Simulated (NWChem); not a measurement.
Species: CH₃FOSW; SMILES [O]=[W]([F])([CH3])=[S]

All runs: NWChem. Medium grid unless said otherwise, to which SCAN and Minnesota functionals are sensitive. Structure relaxed at the PBE0/def2-SVP level. No frequency run checked for a minimum. def2 effective core potentials on W; no spin-orbit coupling. Hybrids' shares of exact exchange are those that their runs print; pure functionals count as 0. The functionals differ in more than this share.

```csv
row,share of exact exchange,highest occupied level (eV)
PBE/def2-SVP,0.00,-6.63
MN15-L/def2-SVP,0.00,-7.14
TPSSh/def2-SVP,0.10,-7.27
B3LYP/def2-SVP,0.20,withheld
MN15/def2-SVP,0.44,-8.54
```

Problem. Fit a straight line of the last column on the one before it, predict the withheld value, and compare with the run.

Solution. 
1. Means of the 4 shown rows: x = 0.135, y = -7.395. Slope Σ(x − x̄)(y − ȳ)/Σ(x − x̄)² = -0.4913/0.1307 = -3.759; intercept -6.888.
2. The shown rows scatter about the line by 0.180 (root mean square); the largest residual is +0.26, at PBE/def2-SVP.
3. At x = 0.20 (B3LYP/def2-SVP; inside the shown range) the line gives -7.64.
4. The run gives -7.61, +0.03 from the line, 0.2 times the scatter.
